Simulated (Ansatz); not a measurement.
Born–Oppenheimer molecular dynamics of BClF₂ (4 atoms, charge 0, multiplicity 1). It goes on from the last frame of an earlier run, with new velocities.

All numbers below come from RKS B3LYP-D4/6-31G* in Ansatz.

* ensemble: NVE (Milne-controlled integrator)
* time step: 1 fs
* steps asked: 250
* starting velocities drawn for: 200 K
* seed: 512634

Frames 1 fs apart, positions in Å, forces in eV/Å.

Velocities at 90 fs (Å/ps):

```
B 3.15 4.21 3.95
F 0.42 -0.81 -1.34
Cl -1.28 -0.35 0.29
F 0.18 -0.93 -1.46
```

```xyz
4
Properties=species:S:1:pos:R:3:forces:R:3 time_fs=90 energy_less_start_eV=0.019 T=128
B 0.015 0.033 -0.018 0.07 -0.50 0.29
F 0.008 -0.007 1.312 0.06 0.19 -0.76
Cl 1.566 -0.003 -0.900 -0.67 0.13 0.32
F -1.143 -0.007 -0.660 0.54 0.18 0.15
4
Properties=species:S:1:pos:R:3:forces:R:3 time_fs=91 energy_less_start_eV=0.019 T=128
B 0.018 0.037 -0.014 -0.14 -0.56 -0.01
F 0.008 -0.008 1.311 0.07 0.20 -0.55
Cl 1.565 -0.003 -0.899 -0.62 0.15 0.31
F -1.143 -0.008 -0.661 0.70 0.21 0.26
4
Properties=species:S:1:pos:R:3:forces:R:3 time_fs=92 energy_less_start_eV=0.020 T=121
B 0.021 0.040 -0.010 -0.33 -0.61 -0.33
F 0.009 -0.008 1.309 0.07 0.21 -0.32
Cl 1.563 -0.003 -0.899 -0.57 0.16 0.30
F -1.142 -0.009 -0.663 0.83 0.23 0.35
4
Properties=species:S:1:pos:R:3:forces:R:3 time_fs=93 energy_less_start_eV=0.023 T=109
B 0.023 0.043 -0.006 -0.48 -0.65 -0.63
F 0.009 -0.009 1.307 0.07 0.22 -0.09
Cl 1.561 -0.004 -0.898 -0.52 0.18 0.29
F -1.141 -0.009 -0.664 0.93 0.25 0.43
4
Properties=species:S:1:pos:R:3:forces:R:3 time_fs=94 energy_less_start_eV=0.027 T=97
B 0.026 0.046 -0.003 -0.60 -0.68 -0.89
F 0.010 -0.009 1.305 0.07 0.23 0.14
Cl 1.559 -0.004 -0.898 -0.46 0.18 0.27
F -1.139 -0.010 -0.665 0.99 0.27 0.48
4
Properties=species:S:1:pos:R:3:forces:R:3 time_fs=95 energy_less_start_eV=0.029 T=87
B 0.028 0.047 -0.001 -0.67 -0.70 -1.10
F 0.011 -0.010 1.303 0.07 0.23 0.34
Cl 1.558 -0.004 -0.897 -0.40 0.19 0.25
F -1.137 -0.010 -0.665 1.00 0.28 0.51
4
Properties=species:S:1:pos:R:3:forces:R:3 time_fs=96 energy_less_start_eV=0.030 T=83
B 0.029 0.048 0.001 -0.69 -0.71 -1.22
F 0.011 -0.010 1.302 0.06 0.23 0.50
Cl 1.555 -0.004 -0.896 -0.34 0.19 0.22
F -1.135 -0.011 -0.666 0.96 0.29 0.50
4
Properties=species:S:1:pos:R:3:forces:R:3 time_fs=97 energy_less_start_eV=0.029 T=89
B 0.029 0.049 0.001 -0.67 -0.71 -1.26
F 0.012 -0.010 1.300 0.06 0.23 0.60
Cl 1.553 -0.004 -0.896 -0.27 0.20 0.19
F -1.132 -0.011 -0.666 0.88 0.29 0.47
4
Properties=species:S:1:pos:R:3:forces:R:3 time_fs=98 energy_less_start_eV=0.025 T=105
B 0.029 0.049 0.000 -0.59 -0.70 -1.20
F 0.012 -0.010 1.299 0.05 0.23 0.64
Cl 1.551 -0.004 -0.895 -0.20 0.19 0.15
F -1.128 -0.011 -0.666 0.74 0.28 0.40
4
Properties=species:S:1:pos:R:3:forces:R:3 time_fs=99 energy_less_start_eV=0.019 T=126
B 0.029 0.048 -0.002 -0.47 -0.69 -1.05
F 0.013 -0.010 1.298 0.05 0.22 0.63
Cl 1.549 -0.004 -0.894 -0.13 0.19 0.11
F -1.124 -0.010 -0.665 0.56 0.27 0.31
4
Properties=species:S:1:pos:R:3:forces:R:3 time_fs=100 energy_less_start_eV=0.013 T=150
B 0.028 0.047 -0.004 -0.31 -0.66 -0.81
F 0.014 -0.009 1.297 0.04 0.22 0.55
Cl 1.546 -0.004 -0.893 -0.06 0.18 0.07
F -1.120 -0.010 -0.665 0.33 0.26 0.18
4
Properties=species:S:1:pos:R:3:forces:R:3 time_fs=101 energy_less_start_eV=0.008 T=169
B 0.026 0.045 -0.008 -0.12 -0.63 -0.50
F 0.015 -0.009 1.297 0.03 0.22 0.44
Cl 1.544 -0.004 -0.892 0.02 0.18 0.02
F -1.116 -0.010 -0.664 0.07 0.24 0.04
```

Of the whole run (250 fs, mean temperature of the second half 122 K): The conserved energy stayed within 0.0066 meV per atom of its start (net change -0.0042 meV per atom), so the integration is sound. A run of 0.25 ps of so small a system gives no equilibrium averages.

Time of the run: 7.6 min on 1 thread of Arm Neoverse V1, with other jobs on the host, peak memory 0.1 GiB.
